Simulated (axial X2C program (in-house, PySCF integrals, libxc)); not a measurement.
**A run on LiRe⁺ without results**

A two-component calculation with an axial X2C code built on PySCF integrals.

Input and command:
```json
{"zs": [75, 3], "q": 1, "bas": ["dyall-acv3z", "dyall-acv3z"], "r0": 2.64, "eom": "ea", "thr": -2.0, "nmax": 92, "grid": [1, 0.96, 1.045, 0.92, 1.09, 1.15]}
```
```bash
python soeom.py task.json out
```

Keys: zs atomic numbers; q charge; bas basis sets; r0 starting distance in Å; eom kind of EOM run; thr threshold in hartree for freezing inner shells (an s shell follows its p shell); nmax most natural virtual spinors; grid distances as factors.

Outcome:

The program refused: none of the low determinants of the reference species is a closed shell, which the EOM method needs.
